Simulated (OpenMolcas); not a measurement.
Cr4+ among 6 point charges of -2.2 e arranged as a tetragonal octahedron (D4h), 2.14 Å from the ion, with the axial distance 2.161 Å.
```
   2.1400    0.0000    0.0000  -2.20
   0.0000    2.1400    0.0000  -2.20
  -2.1400    0.0000    0.0000  -2.20
   0.0000   -2.1400    0.0000  -2.20
   0.0000    0.0000    2.1614  -2.20
   0.0000    0.0000   -2.1614  -2.20
```

| Item | Value |
| --- | --- |
| Program | OpenMolcas |
| Method | SS-CASPT2, IPEA 0.25 Eh, imaginary shift 0.1 Eh (closed shells correlated: 3s 3p) |
| Basis | ANO-RCC-VDZP [5s4p2d1f] |
| Scalar Hamiltonian | DKH2, point nucleus |
| Active space | 2 electrons in 5 orbitals (3d) |
| State averaging | 2S+1 = 3 even, 10 roots; 2S+1 = 1 even, 15 roots |
| Spin-orbit coupling | RASSI with atomic mean-field integrals over the reference wave functions |

**Question.** What is the spin-free ground state (labels of D4, the rotations of D4h)?

**Answer.** 3A2, 1-fold in its orbital part, 100 % from free-ion F terms; it has the highest spin that d2 allows.

**Question.** Where is the first state of the same spin?

**Answer.** 3E at 254 cm-1 above the ground state. The two act as a nearly degenerate pair, with unquenched orbital momentum.

**Question.** What are the lowest two levels with spin-orbit coupling?

**Answer.** A 1-fold level A1, then a 2-fold level E 120 cm-1 above it. Their leading multiplicities are 3 (100 %) and 3 (100 %).

**Question.** What is χT at 300 K, and how does it compare with the textbook value?

**Answer.** The lowest level has 2S+1 = 3, for which the spin-only value is χT = S(S+1) / 2 = 1.000 cm3 K/mol (g = 2). The computed 0.589 at 300 K differs by -0.411, through orbital momentum, spin-orbit coupling and any other state in reach.

Free-ion shares, where given, are those of the reference states; single-state CASPT2 does not remix them. This is an electrostatic model: the charges have no orbitals. No measured value stands beside these numbers.
